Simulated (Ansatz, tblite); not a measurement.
Removing and adding an electron: Ge₂₂PH₃₂. The state is a doublet with charge 0. Geometry: PBE-D4/def2-SVP. Ansatz, gas phase; energy differences of separate SCF runs; the oxidised species was run as a singlet alone; the reduced species was run as a singlet alone.

```xyz
55

Ge    1.9904    2.7949   -2.6001
Ge    2.9725    1.9273    1.5714
Ge   -3.6791    1.9187    2.8566
Ge   -0.0026    1.5215    4.1252
P    -0.6133    1.7219    0.2836
Ge   -0.6997   -1.3883   -1.1090
Ge    1.7663   -1.0551   -1.1174
Ge   -1.9023   -1.6200    2.3708
Ge    0.4346   -0.3211   -4.5877
Ge    0.9608   -4.1160   -3.2391
Ge    2.0467   -1.7561    2.8456
Ge   -0.0207    3.3558   -1.3191
Ge   -2.6806    2.7361    0.7732
Ge   -1.5333   -0.2328   -3.1226
Ge    0.6757    2.6098    2.0406
Ge    2.2058    0.4013   -3.0506
Ge    2.9104   -0.4433    0.9622
Ge   -2.2045    2.3780    4.7520
Ge   -4.0365   -0.4950    2.7538
Ge   -0.0500   -0.9054    3.7965
Ge   -0.9696   -3.7611   -1.7627
Ge    2.7344   -3.2155   -1.8126
Ge    0.7894   -2.6681   -5.2118
H     1.9032    3.5791   -3.9449
H     3.2376    3.3208   -1.8335
H     3.8203    2.0949    2.8683
H     3.6289    2.7832    0.4514
H    -5.0474    2.6489    3.0342
H     1.0650    1.8589    5.2137
H    -1.4717   -1.3577    0.8353
H    -2.0698   -3.1651    2.5127
H     0.3365    0.5894   -5.8538
H     1.1830   -5.5995   -3.6744
H     3.1265   -1.7910    3.9705
H     1.8108   -3.2239    2.3744
H     0.1590    4.7273   -0.5970
H    -1.2334    3.4827   -2.2866
H    -2.5120    4.2864    0.8361
H    -3.6077    2.4004   -0.4330
H    -1.9847    1.2342   -2.8660
H    -2.7430   -1.0079   -3.7242
H     0.4945    4.1596    2.1371
H     3.6290    0.1234   -3.6299
H     4.3906   -0.9074    0.7557
H    -2.1160    3.9075    5.0265
H    -2.7475    1.6806    6.0335
H    -4.6661   -0.9729    4.0953
H    -5.0236   -0.8565    1.6053
H    -0.2441   -1.5623    5.2007
H    -0.8639   -4.7287   -0.5446
H    -2.3356   -4.0201   -2.4649
H     2.9806   -4.1412   -0.5830
H     4.0907   -3.0093   -2.5487
H    -0.3859   -3.1370   -6.1209
H     2.1014   -2.7841   -6.0439
```

The xTB rows come from tblite. B3LYP takes the VWN-RPA correlation. Single mean-field runs in def2-SVP are fitted with def2-universal-jkfit.

**Question.** Estimate orbital energies and vertical ionisation energies and electron affinities at: GFN1-xTB; GFN2-xTB; PBE-D4/def2-SVP; B3LYP-D4/def2-SVP; PBE0-D4/def2-SVP.

**Answer.** 
```
            level  −HOMO (eV)  vertical IE (eV)  −LUMO (eV)  vertical EA (eV)  HOMO–LUMO gap (eV)  IE − EA (eV)
         GFN1-xTB           –             11.75           –              9.25                   –          2.50
         GFN2-xTB           –             10.08           –              7.13                   –          2.95
  PBE-D4/def2-SVP        4.39              6.02        3.87              2.41                0.52          3.61
B3LYP-D4/def2-SVP        4.98              6.16        3.38              2.42                1.59          3.74
 PBE0-D4/def2-SVP        5.21              6.20        3.21              2.37                2.00          3.83
```

   HOMO and LUMO are the levels of the spin that leaves or enters (xTB has no such levels and no spin-polarisation term). Other spin states of the ions may lie lower, which would lower the ionisation energy or raise the affinity. Raw xTB energy differences between charge states are shifted by several eV; the methods need an empirical correction for them. Sets without diffuse functions give affinities that are too small.
